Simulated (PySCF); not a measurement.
# Working out the ionisation energy of Ga¹⁹⁺

Ga¹⁹⁺ [Ne] 3s2 (1S) → Ga²⁰⁺ [Ne] 3s1 (2S). Calculation: PySCF 2.14, in an even-tempered Gaussian basis (18 s from 1.9 bohr⁻², ratio 2.5; 11 p from 2.4 bohr⁻², ratio 2.5; 5 d from 9.5 bohr⁻², ratio 2.7; 4 f from 14 bohr⁻², ratio 2.7); the spin-free X2C one-electron Hamiltonian (Gaussian nucleus). Frozen: 1s2; the 19 highest virtual orbitals dropped. Energies in hartree (1 hartree = 27.21139 eV):

```json
{"part": "UHF", "Ga¹⁹⁺ (lower)": "-1741.480183", "Ga²⁰⁺ (upper)": "-1713.498640"}
{"part": "CCSD correlation", "Ga¹⁹⁺ (lower)": "-0.437355", "Ga²⁰⁺ (upper)": "-0.319269"}
{"part": "(T)", "Ga¹⁹⁺ (lower)": "-0.001846", "Ga²⁰⁺ (upper)": "-0.000308"}
```

**Question.** What does Hartree-Fock give?

**Answer.** (-1713.498640) − (-1741.480183) = 27.981543 hartree = 761.417 eV.

**Question.** What do CCSD and CCSD(T) give?

**Answer.** The CCSD correlation energies differ by 0.118086 hartree = 3.213 eV and the triples by 0.001538 hartree = 0.042 eV, so CCSD gives 764.630 eV and CCSD(T) 764.672 eV.

Reference: 765.7 ± 0.9 eV (semi-empirical (NIST evaluation); NIST Atomic Spectra Database, ionization energies).

What remains against the reference includes basis incompleteness, the frozen core and higher excitations.
